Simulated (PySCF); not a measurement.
Radial density of Sb⁻ (antimony, charge -1)

UHF, [Kr] 4d10 5s2 5p4, high-spin 3P determinant. Calculation: PySCF 2.14, in def2-QZVPPD with the def2 core potential (28 electrons) (8s6p5d4f1g, 88 functions); a scalar-relativistic core potential. This is the valence pseudo-density: the core potential removes the inner electrons and smooths the orbitals near the nucleus.

```tsv
r (bohr)	4πr²ρ (e/bohr)	4πr²(ρα − ρβ)
0.00408	2.486e-05	0.0000
0.00686	6.301e-05	0.0000
0.0115	0.0001435	0.0000
0.0194	0.0002931	0.0000
0.0326	0.0004989	0.0000
0.0549	0.0008145	0.0000
0.0923	0.002769	0.0000
0.155	0.02670	0.0000
0.261	0.4114	0.0008
0.439	6.552	0.0308
0.739	24.58	0.0662
1.24	10.43	0.0510
2.09	3.073	0.7405
3.52	1.273	0.5116
5.92	0.1941	0.0624
9.95	0.001913	0.0004
```

Energies and moments cover only the electrons outside the core potential.
